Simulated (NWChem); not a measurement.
System: CH₃CdF; SMILES [CH3][Cd][F]

NWChem input:

```
start job
memory heap 200 mb stack 900 mb global 1100 mb
geometry units angstroms noautosym nocenter noautoz
  Cd    -0.481750     0.204836     0.000232
  F     -0.052257     2.093521     0.000278
  C     -0.943749    -1.824392     0.000189
  H     -0.021957    -2.419384    -0.065004
  H     -1.584519    -2.064223    -0.859919
  H     -1.474400    -2.089297     0.925463
end
basis spherical
  Cd library def2-svp
  F library def2-svp
  C library def2-svp
  H library def2-svp
end
ecp
  Cd library def2-ecp
end
dft
  xc xwpbe 0.80 cpbe96 1.0 hfexch 1.00
  cam 0.2 cam_alpha 0.2 cam_beta 0.8
  iterations 150
end
tddft
  nroots 8
  notriplet
end
task tddft energy
```

All runs use the structure optimised with PBE0/def2-SVP. def2 effective core potentials on Cd; no spin-orbit coupling.

Vertical excitations in the gas phase.

Predict the main results of this run. (LRC-wPBEh/def2-SVP with def2 effective core potentials on Cd, full TDDFT.) Quantities: lowest excitation, singlet (eV); oscillator strength of that lowest state; lowest state with f > 0.02, singlet (eV); oscillator strength of that bright state; orbital gap (eV).

lowest excitation, singlet (eV): 6.88
oscillator strength of that lowest state: 0.012
lowest state with f > 0.02, singlet (eV): 7.17
oscillator strength of that bright state: 0.305
orbital gap (eV): 11.22
